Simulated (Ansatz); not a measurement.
Reaction (formal exchange of groups at the Se–Si bond): `[SiH3]N[SiH2][SeH]` + `OP[SiH3]` → `OP[SiH2][SeH]` + `[SiH3]N[SiH3]`

Isolated molecules relaxed with PBE0-D4/def2-TZVP in Ansatz; ΔE leaves out vibrations. CCSD(T)/CBS is the MP2 limit (def2-TZVPP, def2-QZVPP) plus CCSD(T) − MP2 in def2-TZVPP, frozen cores. This one scheme is used for every species. Functionals use def2-TZVPP. B3LYP here is the variant with VWN-RPA as its local correlation; programs differ in this. For Se outer-core shells are correlated without core-valence functions, which leaves a few kJ/mol of doubt a bond. Scalar relativity is left out up to krypton. One conformer a species, not always the lowest.

Task: Is it downhill or uphill in electronic energy at CCSD(T)/CBS, and by how much? (Estimate.)

Result: Computed: Uphill: ΔE = +8.1 kJ/mol.

Task: What do these levels give: r2SCAN-D4, B3LYP-D4, ωB97M-V, B2PLYP, B3LYP, HF/def2-TZVPP, MP2/def2-TZVPP, SCS-MP2/def2-TZVPP, CCSD/def2-TZVPP, MP2/def2-QZVPP, SCS-MP2/def2-QZVPP, HF/CBS(def2)? (An estimate is asked.)

Result: The calculation gave: r2SCAN-D4 8.7, B3LYP-D4 7.8, ωB97M-V 8.3, B2PLYP 7.2, B3LYP 6.9, HF/def2-TZVPP 5.8, MP2/def2-TZVPP 7.6, SCS-MP2/def2-TZVPP 7.0, CCSD/def2-TZVPP 8.1, MP2/def2-QZVPP 7.5, SCS-MP2/def2-QZVPP 6.9, HF/CBS(def2) 5.9 kJ/mol.

Largest T1 diagnostic among the species: 0.013.
